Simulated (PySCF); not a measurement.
**What binds SnH: the parts of the energy along the bond**

State: ²Π, doublet, unpaired electrons π ↑. ROHF-based CCSD(T) in PySCF 2.14 with Sn cc-pwCVDZ-PP with ECP28, H aug-cc-pVDZ and Sn cc-pwCVTZ-PP with ECP28, H aug-cc-pVTZ (frozen core orbitals: 4; scalar-relativistic core potentials). Correlation energies are extrapolated as n⁻³ (n = 2, 3), Hartree–Fock as (n+1)·exp(−9√n). All energies in eV from Sn + H.

```
 R (Å)  HF/CBS  CCSD corr.      (T)   total
1.5763  -1.475      -0.951  -0.0268  -2.452
1.6479  -1.655      -0.937  -0.0278  -2.620
1.7196  -1.739      -0.928  -0.0295  -2.696
1.7912  -1.749      -0.925  -0.0318  -2.705
1.8629  -1.704      -0.925  -0.0346  -2.664
1.9525  -1.591      -0.932  -0.0390  -2.561
2.0420  -1.433      -0.942  -0.0442  -2.420
```

A fit to the total gives Re = 1.7659 Å, De = 2.709 eV, ωe = 1717.7 cm⁻¹, Be = 5.409 cm⁻¹ (masses 119.9022 and 1.0078 u).

At R = 1.7912 Å the CCSD correlation energy is -0.339501 hartree in the smaller basis and -0.513132 in the larger. Extrapolate it.

(3³·E3 − 2³·E2)/(3³ − 2³) = -0.58624 hartree; the larger basis holds 87.5 % of it.

The T1 diagnostic is 0.015. The state was picked by a PBE0 search and need not be the measured ground state. Spin–orbit coupling, excitations beyond (T) and corrections to the Born–Oppenheimer picture are left out, and spin–orbit coupling matters for open p, d or f shells this heavy.
